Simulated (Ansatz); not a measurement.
Cost and result for the atomization energy of C$_{7}$H$_{4}$Cl$_{2}$O, SMILES `O=C(Cl)c1ccc(Cl)cc1` (14 atoms, 14 bonds).

```xyz
14

O    -2.503   -1.128    1.632
C    -1.742   -1.406    0.766
Cl   -1.884   -2.990   -0.046
C    -0.650   -0.546    0.273
C    -0.510    0.700    0.887
C     0.485    1.568    0.488
C     1.346    1.186   -0.532
Cl    2.589    2.264   -1.035
C     1.221   -0.048   -1.153
C     0.222   -0.911   -0.747
H    -1.195    0.973    1.680
H     0.600    2.536    0.958
H     1.904   -0.324   -1.946
H     0.117   -1.876   -1.225
```

Total charge 0; spin multiplicity 1. The structure was optimised at the PBE0-D4/def2-TZVP level. It is one conformer, not always the lowest. Program: Ansatz. All runs use 2 threads of an AMD EPYC 7R13 on a shared host and a share of an NVIDIA H100 80 GB. Times are those of one run each, without the atoms' runs, and a repeat can differ threefold. Electronic energies, without spin–orbit coupling; frozen cores. CCSD(T)/CBS adds CCSD(T) − MP2 in def2-TZVPP to the MP2 limit, and its time is that of the two runs behind it. T1 = 0.013; the RHF reference is unstable towards UHF. HSE06 is the plane-wave form, built on full-range PBE exchange.

CCSD(T)/CBS is a level of theory with its own doubt, some kJ/mol a heavy atom from the limit and from the frozen cores, so smaller differences don't rank the functionals.

```json
{"level": "PBE0-D4/def2-TZVPP", "functions": "388", "wall time": "2.3 s"}
{"level": "CCSD(T)/def2-SVP", "functions": "168", "wall time": "2.6 s"}
{"level": "HSE06-D4/def2-TZVPP", "functions": "388", "wall time": "2.7 s"}
{"level": "r2SCAN-D4/def2-TZVPP (with forces)", "functions": "388", "wall time": "2.7 s"}
{"level": "BHLYP-D4/def2-TZVPP", "functions": "388", "wall time": "2.9 s"}
{"level": "CAM-B3LYP-D4/def2-TZVPP", "functions": "388", "wall time": "2.9 s"}
{"level": "r2SCANh-D4/def2-TZVPP", "functions": "388", "wall time": "3.1 s"}
{"level": "revPBE-D4/def2-TZVPP", "functions": "388", "wall time": "3.2 s"}
{"level": "ωB97M-V/def2-TZVPP (with forces)", "functions": "388", "wall time": "4.3 s"}
{"level": "B2PLYP/def2-TZVPP", "functions": "388", "wall time": "4.7 s"}
{"level": "MP2/def2-QZVPP", "functions": "716", "wall time": "8.5 s"}
{"level": "CCSD(T)/def2-TZVPP", "functions": "388", "wall time": "25 s"}
{"level": "CCSD(T)/CBS(def2)", "functions": "–", "wall time": "34 s"}
```

(1) What atomization energy does each give, and how far from CCSD(T)/CBS? (Best estimate.)

Results:

(1) Ansatz gave: 
```tsv
level	atomization (kcal/mol)	difference from CCSD(T)/CBS	per bond
PBE0-D4/def2-TZVPP	1635.9	42.3	3.0
CCSD(T)/def2-SVP	1531.7	-61.9	-4.4
HSE06-D4/def2-TZVPP	1637.6	44.0	3.1
r2SCAN-D4/def2-TZVPP (with forces)	1621.7	28.1	2.0
BHLYP-D4/def2-TZVPP	1533.2	-60.4	-4.3
CAM-B3LYP-D4/def2-TZVPP	1602.3	8.7	0.6
r2SCANh-D4/def2-TZVPP	1606.3	12.7	0.9
revPBE-D4/def2-TZVPP	1634.8	41.2	2.9
ωB97M-V/def2-TZVPP (with forces)	1606.6	13.0	0.9
B2PLYP/def2-TZVPP	1586.9	-6.7	-0.5
MP2/def2-QZVPP	1644.0	50.4	3.6
CCSD(T)/def2-TZVPP	1551.3	-42.3	-3.0
CCSD(T)/CBS(def2)	1593.6	0.0	0.0
```

From BLYP to BHLYP (50 % exact exchange), in def2-TZVPP and without D4, the atomization energy moves by −67.1 kcal/mol: exact exchange takes away binding that semilocal exchange gives to molecules. In def2-TZVPP, CCSD(T) changes the Hartree–Fock value by +415.6 kcal/mol (the triples alone add +40.3 kcal/mol) and MP2 by +483.6 kcal/mol; breaking electron pairs costs correlation energy, which Hartree–Fock lacks. The D4 term adds +19.0 kcal/mol with B3LYP and +10.1 kcal/mol with PBE0; it sums over pairs of atoms, weighted by their polarisabilities, and B3LYP, whose exchange is more repulsive, gets the larger term.

B3LYP here is the variant with VWN-RPA as its local correlation; programs differ in this.
